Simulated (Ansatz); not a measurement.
Input (X2C-CCSDT(Q)/aug-cc-pwCVTZ-DK; Ansatz, a first-principles code): The .json basis holds the Basis Set Exchange's core-valence set for the 3d metal and cc-pVXZ-DK of the same size for its partners.

Ansatz 0.2 input:
```yaml
crystal:
  periodic: [false, false, false]
  atoms:
    - {symbol: Zn, position_ang: [0.00000000, 0.00000000, 0.00000000]}
basis:
  gaussian:
    orbitals: aug-cc-pwCVTZ-DK.json
total_charge: 2
magnetization: {spin_polarized: false}
correlation: {method: ccsdt_q, frozen_orbitals: {Zn: 5}}
scf: {lower_state_search: full}
```

Output:

```
Functional definition: HF
integrals: 0.34 GiB planned
1178 factors; integrals over basis functions are off by at most 3.1e-8 eV
mean field: 0.44 GiB planned
mean field evaluation 1: about -48799.9899 eV, gradient 1.6e1 eV
mean field evaluation 2: about -48799.9899 eV, gradient 1.6e1 eV
mean field evaluation 4: about -48800.1040 eV, gradient 1.9e-1 eV
mean field evaluation 8: about -48800.1041 eV, gradient 9.9e-5 eV
mean field evaluation 16: about -48768.4543 eV, gradient 8.9e1 eV
mean field evaluation 32: about -48800.1047 eV, gradient 2.4e-1 eV
mean field -48800.10410078 eV, -1793.3707478050 hartree, gradient 6.4e-7 eV, S^2 0.000000; 2 other end points of the search recorded, 0 dependent functions left out
5 core orbitals not correlated
reference -48800.10410078 eV, -1793.3707478050 hartree; 9, 9 occupied and 113, 113 virtual orbitals, 1178 factors
second order -25.38555024 eV of doubles, -0.00000000 eV of singles
coupled cluster: 7.53 GiB planned
cycle   1  -22.02383448 eV  change     3.4e0 eV  update   1.0e-1
cycle   2  -23.07756178 eV  change    -1.1e0 eV  update   7.0e-2
cycle   3  -23.35929831 eV  change   -2.8e-1 eV  update   8.3e-3
cycle   4  -23.39805607 eV  change   -3.9e-2 eV  update   2.9e-3
cycle   5  -23.38871205 eV  change    9.3e-3 eV  update   1.2e-3
cycle   6  -23.38375455 eV  change    5.0e-3 eV  update   3.6e-4
cycle   7  -23.38437172 eV  change   -6.2e-4 eV  update   1.0e-4
cycle   8  -23.38465720 eV  change   -2.9e-4 eV  update   4.9e-5
cycle   9  -23.38465663 eV  change    5.7e-7 eV  update   2.2e-5
cycle  10  -23.38463128 eV  change    2.5e-5 eV  update   6.0e-6
cycle  11  -23.38463105 eV  change    2.3e-7 eV  update   2.5e-6
cycle  12  -23.38463983 eV  change   -8.8e-6 eV  update   7.3e-7
cycle  13  -23.38463774 eV  change    2.1e-6 eV  update   2.5e-7
cycle  14  -23.38463691 eV  change    8.3e-7 eV  update   6.7e-8
perturbative correction 0.00100523 eV, 0.0000369415 hartree
Total energy: -48823.48773246 eV, -1794.2300804193 hartree
Relativity: scalar
```
